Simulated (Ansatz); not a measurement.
Two isomers of C2H7NSSi: A = `C=CS[SiH2]N`, B = `SC[SiH]1CN1`.

Isolated molecules relaxed with PBE0-D4/def2-TZVP in Ansatz; ΔE leaves out vibrations. CCSD(T)/CBS adds triple-zeta CCSD(T) − MP2 to the extrapolated MP2 energy (def2 sets, frozen cores). DFT in def2-TZVPP. B3LYP here is the variant with VWN-RPA as its local correlation; programs differ in this. Each species was taken in one conformer, which may not be the lowest.

A:

Z-matrix (Å, degrees):
```
Si
N 1 1.710
S 1 2.146 2 118.4
H 1 1.481 2 109.1 3 -117.1
H 1 1.484 2 106.2 3 120.2
H 2 1.008 1 119.4 3 -78.3
H 2 1.008 1 119.9 3 64.0
C 3 1.759 1 99.4 2 71.5
C 8 1.327 3 123.5 1 -148.4
H 8 1.087 3 115.8 1 35.0
H 9 1.084 8 120.3 3 -175.9
H 9 1.084 8 121.9 3 3.3
```

B:

```xyz
12

S    -1.9924   -0.1389    1.7815
C    -1.4588    0.7161    0.2691
Si   -0.1704   -0.3505   -0.5475
C     1.5349    0.1754   -0.9523
N     1.2823   -0.5240    0.3536
H    -0.7588   -0.3187    2.2856
H    -2.3482    0.7999   -0.3592
H    -1.1024    1.7223    0.4930
H    -0.7540   -1.5056   -1.2661
H     2.0789   -0.3857   -1.7115
H     1.8995    1.1940   -0.8432
H     1.7894   -1.3842    0.4970
```

Question: Which isomer does CCSD(T)/CBS put lower? Give the gap. (An estimate is asked.)

Answer: Ansatz gave: A, by 37.6 kcal/mol.

Question: Give E(B) − E(A) in kcal/mol with B3LYP, MP2/def2-TZVPP, CCSD(T)/def2-TZVPP, CCSD/def2-TZVPP, B2PLYP, ωB97M-V, PBE0-D4. (An estimate is asked.)

Answer: Computed: B3LYP 39.0, MP2/def2-TZVPP 36.7, CCSD(T)/def2-TZVPP 37.1, CCSD/def2-TZVPP 37.3, B2PLYP 38.5, ωB97M-V 35.4, PBE0-D4 34.2. None reverses the order clearly.

Largest T1 diagnostic: 0.012.

In def2-TZVPP, CCSD(T) changes the Hartree–Fock value by −7.0 kcal/mol (the triples alone add −0.3 kcal/mol) and MP2 by −7.4 kcal/mol.
